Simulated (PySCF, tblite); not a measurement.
Isomers of C5H9NSSi. Computed with GFN2-xTB (tblite): harmonic, unscaled wavenumbers at the GFN2-xTB geometry, gas phase. Errors from tens to a few hundred cm⁻¹ against measured bands are possible. Modes of hydrogen on silicon and sulfur can be 10 to 20 % off. One conformer each.

Electronic energies: PBE0/pcSseg-1 single points on the GFN2-xTB geometries (PySCF, gas phase).

```csv
SMILES,"electronic energy, lowest = 0 (kJ/mol)"
C=CC[C@H](C#N)S[SiH3],0.0
[H]/N=C(/C#C)CCS[SiH3],121.4
C#CC1(N[SiH2]S)CC1,67.2
```

Problem. How do GFN2-xTB zero-point energies change the relative energies?

Solution. 
| SMILES | ZPE (kJ/mol) | of it from modes above 1550 cm⁻¹ | electronic (kJ/mol) | with ZPE, lowest = 0 (kJ/mol) | lowest mode (cm⁻¹) | rings |
| --- | --- | --- | --- | --- | --- | --- |
| C=CC[C@H](C#N)S[SiH3] | 318.4 | 175.5 | 0.0 | 0.0 | 36 | 0 |
| C#CC1(N[SiH2]S)CC1 | 316.4 | 170.6 | 67.2 | 65.2 | 13i | 1 |
| [H]/N=C(/C#C)CCS[SiH3] | 316.4 | 176.7 | 121.4 | 119.4 | 27 | 0 |

The zero-point energies span 2.0 kJ/mol, from `C#CC1(N[SiH2]S)CC1` to `C=CC[C@H](C#N)S[SiH3]`. Slightly imaginary modes are left out of the zero-point energy: `C#CC1(N[SiH2]S)CC1` 12.9i cm⁻¹. The order is unchanged.

Problem. And how do the electronic energies of GFN2-xTB itself compare?

Solution. `C=CC[C@H](C#N)S[SiH3]` 11.4; `C#CC1(N[SiH2]S)CC1` 0.0; `[H]/N=C(/C#C)CCS[SiH3]` 90.0 kJ/mol, lowest = 0. Against the energies above, taken from the same isomer `C=CC[C@H](C#N)S[SiH3]`, the largest difference is 78.6 kJ/mol.
